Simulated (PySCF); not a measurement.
PySCF input for W(O)(S)(NH2)2 (H4N2OSW), SMILES [S]=[W](=[O])([NH2])[NH2], multiplicity 1, PBE0-D3(BJ)/def2-SVP. Geometry: PBE0-D3(BJ)/def2-SVP. The multiplicity is an assumed one; no other spin state was optimised. The structure was generated by enumeration; whether it is a known compound was not checked. The def2 effective core potentials stand for the cores of W; spin–orbit coupling is left out. The values are those of a single conformer.

```python
import numpy as np
from pyscf import gto, scf, dft, df
from pyscf.hessian import thermo

mol = gto.M(
    atom='''
    W     0.14554973    0.04723370    0.00000000
    O     0.78048316    1.62715684    0.00000001
    S    -2.00347898   -0.04163200   -0.00000000
    N     0.79511283   -0.82843081   -1.60330332
    H     0.31861611   -1.58240593   -2.08966538
    H     1.63615324   -0.54179678   -2.09651774
    N     0.79511282   -0.82843082    1.60330331
    H     1.63615322   -0.54179679    2.09651775
    H     0.31861610   -1.58240594    2.08966537
    ''',
    basis='def2-SVP',
    ecp={'W': 'def2-svp'},
    charge=0,
    spin=0,
    max_memory=1600,
    verbose=3,
)
mf = dft.RKS(mol, xc='pbe0').density_fit(auxbasis='def2-universal-jkfit')
mf.disp = 'd3bj'
mf.grids.level = 3
mf.conv_tol = 1e-11
mf.max_cycle = 100
mf.kernel()

# analytic Hessian; the response equations are solved on a coarser grid
h, args, fine = mf.Hessian(), (mf.mo_energy, mf.mo_coeff, mf.mo_occ), mf.grids
h.max_memory = max(150, 2.5e-5 * df.make_auxmol(mol, mf.with_df.auxbasis).nao * mol.nelec[0] * (mol.nelec[0] + mol.nao))  # MB; small integral blocks
h1ao = h.make_h1(mf.mo_coeff, mf.mo_occ)
mf.grids = dft.Grids(mol).set(level=1).build(with_non0tab=True)
mo1, mo_e1 = h.solve_mo1(*args, h1ao)
mf.grids = fine
hess = h.hess_elec(*args, mo1, mo_e1, h1ao) + h.hess_nuc()
if mf.do_disp():
    hess += h.get_dispersion()
for i in range(mol.natm):  # the analytic DFT Hessian lacks the response of the grid: restore translational invariance
    hess[i, i] -= hess[i].sum(axis=0)
hess = (hess + hess.transpose(1, 0, 3, 2)) / 2
vib = thermo.harmonic_analysis(mol, hess, imaginary_freq=False)
thermo.dump_normal_mode(mol, vib)
th = thermo.thermo(mf, vib['freq_au'][vib['freq_au'] > 0], 298.15, 101325)
thermo.dump_thermo(mol, th)
g0 = mf.nuc_grad_method().set(verbose=0).kernel()

# dipole derivatives [dipole axis, atom, xyz] from the same response
r, irp = mol.intor('int1e_r'), mol.intor('int1e_irp').reshape(3, 3, mol.nao, mol.nao)
sl, dm0, ok = mol.aoslice_by_atom(), np.array(mf.make_rdm1()), []
dmu = np.einsum('a,xt->xat', mol.atom_charges(), np.eye(3))
for a, (_, _, p0, p1) in enumerate(sl):
    dmu[:, a] += 2 * np.einsum('xtij,ij->xt', irp[:, :, :, p0:p1], dm0.reshape(-1, mol.nao, mol.nao).sum(0)[:, p0:p1])
    for u, c, occ, f in [(mo1, mf.mo_coeff, mf.mo_occ, 4)]:
        dmu[:, a] -= f * np.einsum('tui,xuv,vi->xt', u[a], r, c[:, occ > 0], optimize=True)
L = vib['norm_mode']
ir = 974.8801 * (np.einsum('xat,kat->kx', dmu, L) ** 2).sum(1)       # km/mol
apt = np.einsum('xax->a', dmu) / 3
print('mode   freq/cm-1   IR/(km/mol)')
for k, w in enumerate(vib['freq_wavenumber']):
    print(f'{k + 1:4d} {w:11.2f} {ir[k]:13.3f}')
print('max |gradient| / (hartree/bohr):', abs(g0).max())
print('APT charges:', apt.round(4))
```

It prints:

```
converged SCF energy = -651.968319674479

WARN: DFTD3 does not support analytical Hessian, using finite difference


WARN: Mole.unit (angstrom) is changed to Bohr

Mode                                 0                   1                   2
Irrep
Freq [cm^-1]                      147.9010            187.2713            189.6849
Reduced mass [au]                   2.0447              4.7658              4.2348
Force const [Dyne/A]                0.0264              0.0985              0.0898
Char temp [K]                     212.7966            269.4417            272.9144
Normal mode                   x     y     z       x     y     z       x     y     z
       0   W                 0.00  0.00 -0.01   -0.01 -0.03  0.00   -0.00 -0.00 -0.03
       1   O                 0.00  0.00 -0.06   -0.06 -0.02 -0.00   -0.00 -0.00  0.13
       2   S                 0.00 -0.00  0.07   -0.01  0.09 -0.00   -0.00  0.00  0.08
       3   N                 0.10  0.04  0.01    0.09  0.07 -0.02    0.06 -0.05  0.01
       4   H                 0.30 -0.17  0.12    0.16  0.08 -0.11    0.00  0.04 -0.07
       5   H                -0.05  0.28 -0.11    0.07  0.19  0.02    0.19 -0.20  0.14
       6   N                -0.10 -0.04  0.01    0.09  0.07  0.02   -0.06  0.05  0.01
       7   H                 0.05 -0.28 -0.11    0.07  0.19 -0.02   -0.19  0.20  0.14
       8   H                -0.30  0.17  0.12    0.16  0.08  0.11   -0.00 -0.04 -0.07
Mode                                 3                   4                   5
Irrep
Freq [cm^-1]                      218.5237            244.5371            304.2858
Reduced mass [au]                   3.7747              6.1695              1.6292
Force const [Dyne/A]                0.1062              0.2174              0.0889
Char temp [K]                     314.4069            351.8344            437.7995
Normal mode                   x     y     z       x     y     z       x     y     z
       0   W                 0.01 -0.01 -0.00   -0.02  0.00  0.00   -0.00  0.00 -0.01
       1   O                -0.00 -0.01  0.00    0.18 -0.07 -0.00    0.00 -0.00  0.13
       2   S                 0.02 -0.02  0.00   -0.03 -0.05  0.00   -0.00 -0.00 -0.03
       3   N                -0.09  0.08 -0.10    0.03  0.06 -0.00   -0.04 -0.05 -0.00
       4   H                -0.15  0.13 -0.13    0.04  0.11 -0.10    0.06 -0.28  0.27
       5   H                -0.13  0.11 -0.15    0.12  0.02  0.13   -0.24  0.09 -0.27
       6   N                -0.09  0.08  0.10    0.03  0.06  0.00    0.04  0.05 -0.00
       7   H                -0.13  0.11  0.15    0.12  0.02 -0.13    0.24 -0.09 -0.27
       8   H                -0.15  0.13  0.13    0.04  0.11  0.10   -0.06  0.28  0.27
Mode                                 6                   7                   8
Irrep
Freq [cm^-1]                      345.3336            438.4631            459.9235
Reduced mass [au]                   1.0880              1.2570              1.2770
Force const [Dyne/A]                0.0764              0.1424              0.1591
Char temp [K]                     496.8582            630.8508            661.7276
Normal mode                   x     y     z       x     y     z       x     y     z
       0   W                 0.00  0.00 -0.00   -0.00  0.00 -0.00   -0.00  0.00 -0.00
       1   O                 0.05 -0.03 -0.00   -0.00  0.00  0.01    0.01 -0.00 -0.00
       2   S                -0.03 -0.00  0.00    0.00 -0.00  0.00   -0.00 -0.01  0.00
       3   N                 0.00  0.00  0.00    0.05 -0.06  0.04    0.04 -0.06  0.05
       4   H                 0.22 -0.29  0.25   -0.23  0.30 -0.25   -0.24  0.32 -0.26
       5   H                -0.28  0.33 -0.28   -0.23  0.28 -0.23   -0.21  0.27 -0.20
       6   N                 0.00  0.00 -0.00   -0.05  0.06  0.04    0.04 -0.06 -0.05
       7   H                -0.28  0.33  0.28    0.23 -0.28 -0.23   -0.21  0.27  0.20
       8   H                 0.22 -0.29 -0.25    0.23 -0.30 -0.25   -0.24  0.32  0.26
Mode                                 9                  10                  11
Irrep
Freq [cm^-1]                      542.8210            641.5064            658.8608
Reduced mass [au]                   8.7852              1.2309              1.3597
Force const [Dyne/A]                1.5252              0.2985              0.3478
Char temp [K]                     780.9985            922.9848            947.9539
Normal mode                   x     y     z       x     y     z       x     y     z
       0   W                 0.03 -0.00  0.00   -0.00 -0.00  0.00   -0.01 -0.00 -0.00
       1   O                -0.02  0.01  0.00    0.00 -0.00 -0.02    0.01 -0.03  0.00
       2   S                -0.15 -0.00 -0.00    0.00  0.00  0.01    0.04  0.00 -0.00
       3   N                 0.01  0.01 -0.01    0.06  0.05  0.00    0.06  0.05  0.00
       4   H                -0.13  0.05  0.05   -0.32  0.09  0.31   -0.28  0.06  0.32
       5   H                 0.02 -0.13 -0.08    0.00 -0.32 -0.30   -0.02 -0.28 -0.31
       6   N                 0.01  0.01  0.01   -0.06 -0.05  0.00    0.06  0.05 -0.00
       7   H                 0.02 -0.13  0.08   -0.00  0.32 -0.30   -0.02 -0.28  0.31
       8   H                -0.13  0.05 -0.05    0.32 -0.09  0.31   -0.28  0.06 -0.32
Mode                                12                  13                  14
Irrep
Freq [cm^-1]                      703.0817            717.9096           1026.2328
Reduced mass [au]                   5.3710              4.9964             16.2140
Force const [Dyne/A]                1.5643              1.5172             10.0608
Char temp [K]                    1011.5780           1032.9121           1476.5206
Normal mode                   x     y     z       x     y     z       x     y     z
       0   W                -0.00  0.00  0.03   -0.01  0.01 -0.00   -0.01 -0.02 -0.00
       1   O                 0.00 -0.00 -0.01    0.01 -0.00 -0.00    0.09  0.22  0.00
       2   S                -0.00 -0.00 -0.00   -0.00 -0.00  0.00   -0.00  0.00 -0.00
       3   N                 0.05 -0.07 -0.14    0.06 -0.08 -0.14    0.01  0.00 -0.01
       4   H                 0.07 -0.08 -0.15    0.08 -0.09 -0.15   -0.01 -0.00  0.02
       5   H                 0.06 -0.10 -0.15    0.06 -0.10 -0.15   -0.00 -0.01 -0.04
       6   N                -0.05  0.07 -0.14    0.06 -0.08  0.14    0.01  0.00  0.01
       7   H                -0.06  0.10 -0.15    0.06 -0.10  0.15   -0.00 -0.01  0.04
       8   H                -0.07  0.08 -0.15    0.08 -0.09  0.15   -0.01 -0.00 -0.02
Mode                                15                  16                  17
Irrep
Freq [cm^-1]                     1503.4420           1506.1523           3585.7333
Reduced mass [au]                   1.1209              1.1227              1.0483
Force const [Dyne/A]                1.4927              1.5005              7.9414
Char temp [K]                    2163.1183           2167.0177           5159.0719
Normal mode                   x     y     z       x     y     z       x     y     z
       0   W                -0.00  0.00  0.00    0.00 -0.00  0.00    0.00 -0.00  0.00
       1   O                -0.00 -0.00  0.00    0.00  0.00  0.00   -0.00 -0.00  0.00
       2   S                 0.00  0.00  0.00   -0.00 -0.00  0.00    0.00 -0.00  0.00
       3   N                 0.02 -0.03 -0.05   -0.02  0.03  0.05    0.01 -0.02 -0.03
       4   H                -0.34 -0.02  0.32    0.34  0.02 -0.32    0.23  0.36  0.22
       5   H                 0.10  0.34  0.32   -0.10 -0.33 -0.32   -0.41 -0.15  0.23
       6   N                -0.02  0.03 -0.05   -0.02  0.03 -0.05   -0.01  0.02 -0.03
       7   H                -0.10 -0.34  0.32   -0.10 -0.33  0.32    0.41  0.15  0.23
       8   H                 0.34  0.02  0.32    0.34  0.02  0.32   -0.23 -0.36  0.22
Mode                                18                  19                  20
Irrep
Freq [cm^-1]                     3590.0378           3692.6921           3692.9330
Reduced mass [au]                   1.0495              1.0967              1.0967
Force const [Dyne/A]                7.9695              8.8113              8.8120
Char temp [K]                    5165.2651           5312.9618           5313.3084
Normal mode                   x     y     z       x     y     z       x     y     z
       0   W                 0.00 -0.00 -0.00    0.00  0.00  0.00   -0.00 -0.00  0.00
       1   O                -0.00 -0.00 -0.00    0.00  0.00 -0.00   -0.00 -0.00 -0.00
       2   S                 0.00 -0.00 -0.00    0.00 -0.00 -0.00   -0.00  0.00 -0.00
       3   N                -0.01  0.02  0.03    0.04  0.04  0.00   -0.04 -0.03 -0.00
       4   H                -0.23 -0.35 -0.22   -0.23 -0.36 -0.24    0.22  0.36  0.23
       5   H                 0.41  0.15 -0.23   -0.39 -0.13  0.23    0.38  0.13 -0.23
       6   N                -0.01  0.02 -0.03   -0.04 -0.03  0.00   -0.04 -0.04  0.00
       7   H                 0.41  0.15  0.23    0.38  0.13  0.23    0.39  0.13  0.23
       8   H                -0.23 -0.35  0.22    0.22  0.36 -0.23    0.23  0.36 -0.24
temperature 298.1500 [K]
pressure 101325.00 [Pa]
Rotational constants [GHz] 3.21598 2.16721 1.97877
Symmetry number 1
Zero-point energy (ZPE) 0.05558 [Eh]   145928.421 [J/mol]
                           tot       elec      trans        rot        vib
Entropy [J/mol/K]       365.087      0.000    178.285    115.253     71.549
Cv [J/mol/K]            109.889      0.000     12.472     12.472     84.946
Cp [J/mol/K]            118.204      0.000     20.786     12.472     84.946
Internal energy [J/mol]                      3718.434   3718.434 158701.982
Internal energy [Eh]   -651.90504  -651.96832
Enthalpy [J/mol]                             6197.391   3718.434 158701.982
Enthalpy [Eh]          -651.90410
Gibbs free energy [J/mol]                  -46958.202 -30644.364 137369.571
Gibbs free energy [Eh] -651.94556
mode   freq/cm-1   IR/(km/mol)
   1      147.90         0.374
   2      187.27         4.326
   3      189.68         0.723
   4      218.52         6.899
   5      244.54         0.568
   6      304.29         5.630
   7      345.33         9.173
   8      438.46       113.236
   9      459.92       286.441
  10      542.82        32.156
  11      641.51         0.288
  12      658.86        17.764
  13      703.08       136.994
  14      717.91        46.807
  15     1026.23       157.490
  16     1503.44        66.326
  17     1506.15        21.204
  18     3585.73       195.247
  19     3590.04        75.361
  20     3692.69         0.353
  21     3692.93       116.761
max |gradient| / (hartree/bohr): 8.035854305673602e-05
APT charges: [ 1.8935 -0.6786 -0.5455 -0.7715  0.2155  0.2213 -0.7715  0.2214  0.2155]
```

The run converged.
